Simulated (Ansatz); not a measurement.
Sn(vinyl)4 (C8H12Sn), SMILES C=[CH][Sn]([CH]=C)([CH]=C)[CH]=C. Atoms are numbered in the order given.

```xyz
21

C     -2.3396     1.8557    -0.1018
C     -1.2874     1.5897     0.6811
Sn     0.1857     0.1083     0.1529
C     -0.2716    -1.6848     1.2587
C     -1.4591    -1.8771     1.8447
C     -0.0007    -0.3284    -1.9475
C     -0.5697    -1.4533    -2.3967
C      2.1894     0.7929     0.5459
C      3.1703     0.6985    -0.3594
H     -2.4951     1.3462    -1.0603
H     -3.0991     2.5990     0.1734
H     -1.1832     2.1316     1.6299
H      0.4903    -2.4715     1.3283
H     -2.2547    -1.1233     1.8068
H     -1.6970    -2.7974     2.3938
H      0.3658     0.4068    -2.6755
H     -0.9561    -2.2211    -1.7159
H     -0.6788    -1.6649    -3.4683
H      2.4163     1.2326     1.5256
H      4.1906     1.0460    -0.1522
H      3.0077     0.2684    -1.3548
```

Coordinates come from a B3LYP-D3(BJ)/def2-SVP optimisation. The isomer is the one that the SMILES or the coordinates give; other isomers of the formula were not compared. The def2 effective core potentials stand for the cores of Sn; spin–orbit coupling is left out. The values are those of a single conformer.

Two levels are set side by side: PBE-D3(BJ)/def2-SVP (Ansatz, a first-principles code) and B3LYP-D3(BJ)/def2-SVP (Ansatz). Each level has its own optimised geometry; the coordinates shown are those of the second. Differences are taken from unrounded values.

```
quantity              B3LYP-D3(BJ)  PBE-D3(BJ)  PBE-D3(BJ) minus B3LYP-D3(BJ)
--------------------  ------------  ----------  -----------------------------
mean bond length (Å)         1.357       1.364                          0.008
bond C1–C2 (Å)               1.338       1.346                          0.008
bond C2–Sn3 (Å)              2.155       2.160                          0.005
bond Sn3–C4 (Å)              2.156       2.161                          0.006
bond Sn3–C6 (Å)              2.153       2.159                          0.006
bond Sn3–C8 (Å)              2.154       2.158                          0.005
bond C4–C5 (Å)               1.338       1.346                          0.008
bond C6–C7 (Å)               1.338       1.346                          0.008
bond C8–C9 (Å)               1.338       1.346                          0.008
bond C1–H10 (Å)              1.097       1.105                          0.008
bond C1–H11 (Å)              1.098       1.106                          0.008
bond C2–H12 (Å)              1.098       1.106                          0.008
bond C4–H13 (Å)              1.097       1.105                          0.008
bond C5–H14 (Å)              1.097       1.105                          0.008
bond C5–H15 (Å)              1.098       1.106                          0.008
bond C6–H16 (Å)              1.098       1.106                          0.008
bond C7–H17 (Å)              1.097       1.105                          0.008
```

GGA bonds tend to be longer and softer than those of functionals with exact exchange. Differences between two approximate levels are no errors against the true value.
